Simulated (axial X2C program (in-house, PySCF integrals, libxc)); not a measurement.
**Photoelectron levels of LaAs by EOM-IP-CCSD**

Calculated with an in-house all-electron X2C program for linear molecules (integrals from PySCF): two-component X2C with atomic mean-field Coulomb and Gaunt terms, Gaussian nuclei, basis La dyall-cv3z, As dyall-cv3z with contracted cores.

R = 2.428 Å (0.920 times 2.639 Å, the PBE0 minimum at charge 0 for the lowest determinant).

Vertical ionisation energies of LaAs to the states of LaAs⁺:

```tsv
Ω of LaAs⁺	vertical IE (eV)	above lowest (cm⁻¹)	ionised spinor	one-hole weight
1/2	6.003	0	55% As pσ, 27% La dσ, 8% La pσ	0.94
3/2	6.329	2636	51% As pπ, 38% La dπ	0.94
1/2	6.449	3603	53% As pπ, 35% La dπ	0.94
```

Q: What is the splitting of the first π pair in the table, and is it regular or inverted?

A: E(3/2) − E(1/2) = 2636 − 3603 = -967 cm⁻¹ at EOM-IP-CCSD: inverted, Ω = 3/2 lower. Splittings at this level can be off by ten to twenty per cent.

This point took 17 s on 1 thread of Arm Neoverse V1 (shared host).

Reference electrons by ω block (each with its −ω partner): 1/2: 29, 3/2: 13, 5/2: 3. 16 electrons of LaAs correlated (inner shells frozen), 88 natural virtual spinors (a truncated set); levels can be off by some tenths of an eV. Roots sought by Ω: (1/2: 4, 3/2: 3, 5/2: 1); rows need 60 % one-particle weight and stop where some Ω has no more roots. Missing are any skipped roots, higher Ω and states of a further excitation; these come out far too high here and may in truth be low or lowest. T1 of the reference 0.023 (Lee–Taylor). Number of frozen shells: La 4 s, 3 p, 2 d; As 3 s, 2 p, 1 d.
